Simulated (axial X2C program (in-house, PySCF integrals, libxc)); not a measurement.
## Ionising BaH

Computed with an axial X2C code built on PySCF integrals, spin-free (one-electron X2C) or two-component (2c: spin–orbit coupling with atomic mean-field Coulomb and Gaunt terms, which also bring small scalar terms), in Dyall basis sets with cores contracted in-house; open shells are unrestricted.

Basis sets: Ba dyall-cv3z, H dyall-v3z. Frozen shells (counts by l): BaH Ba 4s3p2d, H none, 11 electrons correlated; BaH⁺ Ba 4s3p2d, H none, 10 electrons correlated. Coupled cluster in natural virtuals with an MP2 remainder. Where the outer core of a metal is frozen, bonds come out longer and ionisation energies lower.

```
Hamiltonian    level         BaH state  Re (Å)  ωe (cm⁻¹)  De (eV)
  spin-free       HF  M_S = 1/2, Λ = 0   2.307     1129.3     1.70
  spin-free     PBE0  M_S = 1/2, Λ = 0   2.219     1184.0     2.19
  spin-free      MP2  M_S = 1/2, Λ = 0   2.235     1177.0     1.81
         2c       HF           Ω = 1/2   2.305     1130.1     1.70
         2c     PBE0           Ω = 1/2   2.218     1185.2     2.20
         2c      MP2           Ω = 1/2   2.234     1178.0     1.81
         2c     CCSD           Ω = 1/2   2.253     1146.0     2.03
         2c  CCSD(T)           Ω = 1/2   2.249     1146.2     1.98
```

Adiabatic ionisation energy (minimum to minimum, no zero-point term) and constants of BaH⁺:

| Hamiltonian | level | BaH⁺ state | IE (eV) | Re (Å) | ωe (cm⁻¹) | De (eV) | fragments |
| --- | --- | --- | --- | --- | --- | --- | --- |
| spin-free | HF | M_S = 0, Λ = 0 | 4.39 | 2.177 | 1335.6 | 1.59 | Ba+ + H |
| spin-free | PBE0 | M_S = 0, Λ = 0 | 4.77 | 2.121 | 1372.0 | 2.54 | Ba+ + H |
| spin-free | MP2 | M_S = 0, Λ = 0 | 4.70 | 2.128 | 1377.9 | 2.20 | Ba+ + H |
| 2c | HF | Ω = 0 | 4.39 | 2.176 | 1336.5 | 1.59 | Ba+ + H |
| 2c | PBE0 | Ω = 0 | 4.77 | 2.120 | 1373.0 | 2.55 | Ba+ + H |
| 2c | MP2 | Ω = 0 | 4.70 | 2.127 | 1378.7 | 2.20 | Ba+ + H |
| 2c | CCSD | Ω = 0 | 4.71 | 2.141 | 1343.4 | 2.42 | Ba+ + H |
| 2c | CCSD(T) | Ω = 0 | 4.73 | 2.140 | 1341.3 | 2.42 | Ba+ + H |

Q: Add the zero-point terms to the ionisation energy at CCSD(T), 2c, and say whether the electron removed was bonding.

A: IE0 = IE + (ωe⁺ − ωe)/2 = 4.73 + (0.012) = 4.74 eV. Re changes by -0.109 Å, so the bond shortens, as on loss of an antibonding or a polarising non-bonding electron.

Q: Close the cycle De(BaH⁺) + IE(BaH) = De(BaH) + IE(Ba) to find the atomic ionisation energy at CCSD(T), 2c.

A: IE(Ba) = 2.42 + 4.73 − 1.98 = 5.17 eV, for the determinants used.

Each entry is the lowest single determinant of a limited PBE0 search at one distance. De goes to single-determinant-based atoms at the same level (for ions the charge split of lowest energy) and is withheld (n/a) where an atom does not fit its ground term or J level. Main or longest-lived isotopes.
